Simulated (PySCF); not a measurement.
H2O4S. Atoms are numbered in the order given.

```xyz
7

O     -0.6940    -1.0463     0.8623
S      0.0000     0.0000    -0.1678
O      1.0918    -0.6696    -0.8360
O     -1.0918     0.6696    -0.8360
O      0.6940     1.0463     0.8623
H     -0.0232    -1.6981     1.1318
H      0.0232     1.6981     1.1318
```
Charge 0, spin multiplicity 1.

The structure is a stationary point at B3LYP-D3(BJ)/def2-SVP. The values are those of a single conformer.

Computed with B3LYP/def2-TZVP (PySCF).

ESP charges are fitted to the potential on shells at 1.4 to 2.0 van der Waals radii. Atomic charges (e):

| atom | ESP fit | IAO |
|---|---|---|
| O1 | -0.51 | ___ |
| S2 | 0.96 | ___ |
| O3 | -0.41 | ___ |
| O4 | -0.41 | ___ |
| O5 | -0.51 | ___ |
| H6 | 0.44 | ___ |
| H7 | 0.44 | ___ |

Task: Fill in the missing entries. (Estimate from the structure and the level; the computed values follow.)

Result: 
- O1, IAO: -0.72
- S2, IAO: 2.36
- O3, IAO: -0.85
- O4, IAO: -0.85
- O5, IAO: -0.72
- H6, IAO: 0.39
- H7, IAO: 0.39

Computed Mayer and Wiberg (Löwdin basis) orders of the bonds:
```
bond   Mayer  Wiberg
-----  -----  ------
O1–S2   1.08    1.46
S2–O3   1.94    2.41
S2–O4   1.94    2.41
S2–O5   1.08    1.46
O1–H6   0.85    1.03
O5–H7   0.85    1.03
```
